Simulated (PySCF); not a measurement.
C3H9ClSi, SMILES C[Si](C)(C)Cl. Geometry: PBE-D3(BJ)/def2-SVP. The isomer is the one that the SMILES or the coordinates give; other isomers of the formula were not compared.

All values below come from PBE-D3(BJ)/def2-SVP (PySCF 2.14.0).

Harmonic wavenumbers (cm⁻¹): 145, 163, 163, 168, 168, 211, 224, 224, 476, 622, 660, 674, 674, 744, 744, 838, 838, 839, 1215, 1215, 1223, 1368, 1376, 1376, 1383, 1383, 1395, 2973, 2974, 2975, 3071, 3071, 3073, 3084, 3084, 3084. Rotational constants (GHz): 3.078, 2.120, 2.120; symmetry number 3.

**Question.** Work out the zero-point energy and the ideal-gas rigid-rotor harmonic-oscillator thermochemistry at 298.15 K and 1 atm.

**Answer.** ZPE = ½ Σ hcν = ½ × 47899 cm⁻¹ = 68.48 kcal/mol. H − E(el) = 74.59 kcal/mol. Entropy in cal/(mol K): translation 39.97, rotation 25.36, vibration 22.02, total 87.34. G − E(el) = 48.55 kcal/mol. Cp = 32.31 cal/(mol K). Modes under 150 cm⁻¹ make the vibrational entropy uncertain.
